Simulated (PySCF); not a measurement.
Electron correlation in Br²⁺ (bromine, charge +2)

[Ar] 3d10 4s1 4p3 4d1, high-spin 6D determinant (an excited configuration). All numbers are calculated (PySCF 2.14, a scalar-relativistic core potential, in aug-cc-pVTZ-PP with one added diffuse shell each of s, d, f type with ECP10MDF (7s5p5d3f, 68 functions)). Frozen: 3s2 3p6 3d10; 5 electrons correlated.

```tsv
level	correlation energy (mhartree)
CCSD	-33.70
(T)	-0.31
CCSD(T)	-34.01
```

Diagnostics: T1 = 0.0027, D1 = 0.0049, largest double amplitude 0.028.

The outer electron is Rydberg-like, and this basis confines it to a smaller radius and binds it less than a complete one would.

Cost of the coupled-cluster step: about 2.1 core-seconds, for 5 correlated electrons.
